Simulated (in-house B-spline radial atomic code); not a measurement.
The cerium ion Ce²⁺ is squeezed into an impenetrable sphere of radius R (the orbitals vanish at R). No spin polarisation. Computed with a radial B-spline atomic code at the basis-set limit: scalar-relativistic (X2C) PBE, spherical fractional occupations, Fermi nucleus of rms radius 4.8771 fm.

Energies in eV above the free ion in [Xe] 4f2:

```tsv
R (bohr)	highest level (eV)	[Xe] 4f2	[Kr] 4d10 4f2 5s2 5p5 5f1	[Kr] 4d9 4f3 5s2 5p6
9.79	-13	6.029e-05	31.38	103.9
5.64	-12.8	0.07221	36.12	104
4.69	-12.3	0.5504	41	104.5
4.17	-11.5	1.79	46.31	105.7
3.3	-6.89	13.52	70.19	117.2
3.28	-6.7	14.17	71.24	117.8
2.69	2.84	57.29	130.3	160.8
2.06	29.6	272.3	374.6	377.3
1.82	60.5	516.7	633.4	624.1
1.21	416	3414	3535	3536
```

Question: Does [Kr] 4d10 4f2 5s2 5p5 5f1 fall below [Xe] 4f2 under compression?

Answer: No, it stays above over the whole range.

Question: Does [Kr] 4d9 4f3 5s2 5p6 fall below [Xe] 4f2 under compression?

Answer: No, it stays above over the whole range.

The highest level is first positive in the row R = 2.69 bohr, pushed up by confinement above the zero of the free ion's potential. Each configuration is held fixed and needn't be the lowest in the sphere.
